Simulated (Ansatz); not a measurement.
Cost and result for the atomization energy of C$_{3}$H$_{7}$FSn (`C=C[CH2][SnH2][F]`) (12 atoms, 11 bonds).

| atom | x (Å) | y (Å) | z (Å) |
| --- | --- | --- | --- |
| C1 | -1.0852 | -0.9241 | -1.5802 |
| C2 | -0.1500 | -0.0882 | -1.1429 |
| C3 | -0.3029 | 0.8422 | 0.0014 |
| Sn4 | 0.8483 | 0.1523 | 1.6804 |
| F5 | 2.6530 | 0.1274 | 0.9909 |
| H6 | -2.0704 | -0.9653 | -1.1255 |
| H7 | -0.8977 | -1.5939 | -2.4104 |
| H8 | 0.8233 | -0.0860 | -1.6290 |
| H9 | 0.0811 | 1.8396 | -0.2263 |
| H10 | -1.3438 | 0.9341 | 0.3206 |
| H11 | 0.5273 | -1.4648 | 2.1141 |
| H12 | 0.9170 | 1.2267 | 3.0069 |

Total charge 0; spin multiplicity 1. Correlated methods include outer-core shells of Sn, which these sets cover unevenly. Sn: def2 effective core potential. Geometry: relaxed with PBE0-D4/def2-TZVP. It is one conformer, not always the lowest. Program: Ansatz. All runs use 4 threads of a server CPU on a shared host. Times are those of one run each, without the atoms' runs, and a repeat can differ threefold. Electronic energies, without spin–orbit coupling; frozen cores. CCSD(T)/CBS adds CCSD(T) − MP2 in def2-TZVPP to the MP2 limit, and its time is that of the two runs behind it. T1 = 0.013. With those shells the extrapolation isn't a true limit. B3LYP takes the VWN-RPA correlation (the form of Gaussian; ORCA's B3LYP/G).

CCSD(T)/CBS is a level of theory with its own doubt, some kJ/mol a heavy atom from the limit and from the frozen cores, so smaller differences don't rank the functionals.

```tsv
level	functions	wall time	atomization (kJ/mol)	difference from CCSD(T)/CBS	per bond
PBE-D4/def2-TZVPP (with forces)	272	1.8 s	4448.1	59.5	5.4
r2SCAN-D4/def2-TZVPP (with forces)	272	2.8 s	4376.4	-12.2	-1.1
B3LYP-D4/def2-TZVPP (with forces)	272	3.1 s	4364.8	-23.8	-2.2
revPBE-D4/def2-TZVPP	272	3.4 s	4342.3	-46.3	-4.2
B2PLYP/def2-TZVPP	272	3.8 s	4321.0	-67.6	-6.1
ωB97X-V/def2-TZVPP	272	4.6 s	4382.4	-6.2	-0.6
B97M-V/def2-TZVPP	272	5.5 s	4404.2	15.6	1.4
PBE-QIDH/def2-TZVPP	272	6 s	4341.0	-47.6	-4.3
CCSD(T)/def2-SVP	117	6 s	4150.1	-238.5	-21.7
ωB97M-V/def2-TZVPP (with forces)	272	9 s	4372.1	-16.5	-1.5
MP2/def2-QZVPP	520	14 s	4384.8	-3.8	-0.3
CCSD(T)/def2-TZVPP	272	2.6 min	4278.0	-110.6	-10.1
CCSD(T)/CBS(def2)	–	2.9 min	4388.6	0.0	0.0
```

The D4 term adds +38.7 kJ/mol with B3LYP and +20.5 kJ/mol with PBE0; it sums over pairs of atoms, weighted by their polarisabilities, and B3LYP, whose exchange is more repulsive, gets the larger term. In def2-TZVPP, CCSD(T) changes the Hartree–Fock value by +1065.7 kJ/mol (the triples alone add +65.0 kJ/mol) and MP2 by +1106.1 kJ/mol; breaking electron pairs costs correlation energy, which Hartree–Fock lacks. From PBE to PBE0 (25 % exact exchange), in def2-TZVPP and without D4, the atomization energy moves by −71.2 kJ/mol: exact exchange takes away binding that semilocal exchange gives to molecules.

Spin–orbit coupling would lower the free Sn atoms strongly, and the atomization energy with them, by more than many differences here. For some Ge, Se and Sn compounds the MP2-based and the directly extrapolated limit differ by 10 to 25 kJ/mol.
